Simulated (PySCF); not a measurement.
Start geometry of `FCOB(F)B(F)F` from a GFN2-xTB structure with every atom displaced at random (by about 0.01 Å) (Å):
```
atom  x, y, z in Å
F1    -0.533   -1.537   -0.008
C2    -1.490   -0.523   -0.154
O3    -0.945    0.728   -0.138
B4     0.398    1.077   -0.001
F5     0.518    2.393   -0.034
B6     1.702    0.022    0.186
F7     2.167   -0.403    1.356
F8     2.413   -0.472   -0.825
H9    -2.193   -0.620    0.704
H10   -1.987   -0.688   -1.107
```

Q: What comes out of this run: PBE0-D3(BJ)/def2-SVP geometry optimisation, gas phase (PySCF 2.14.0)?

A: 
```
atom  x, y, z in Å
F1    -0.347   -1.442    0.068
C2    -1.400   -0.577   -0.069
O3    -0.974    0.729   -0.140
B4     0.320    1.132   -0.079
F5     0.498    2.441   -0.193
B6     1.619    0.031    0.135
F7     2.052   -0.307    1.337
F8     2.269   -0.492   -0.890
H9    -2.056   -0.699    0.807
H10   -1.932   -0.837   -0.998
```

The energy falls by 14.8 kJ/mol over 10 energy and gradient evaluations, the largest force component goes from 0.0431 to 2.7e-04 Eh/bohr, and the atoms move by 0.112 Å rms after alignment. The bond that changes most is O3–B4 (boron-bound oxygen to three-coordinate boron), which shortens by 0.038 Å. Bonds longer at the end by more than 0.005 Å: 4 of 9; shorter: 5. Among the angles that change most is O3–B4–F5, from 109.5° to 114.6°. Rotational constants go from 2179, 1670, 1149 to 2164, 1836, 1234 MHz. The orientation of the end geometry is arbitrary; only internal coordinates are fixed.

The run used 122 basis functions and 66 SCF cycles in all.

Stationary, but not proved a minimum. The numbers are those of one conformer.
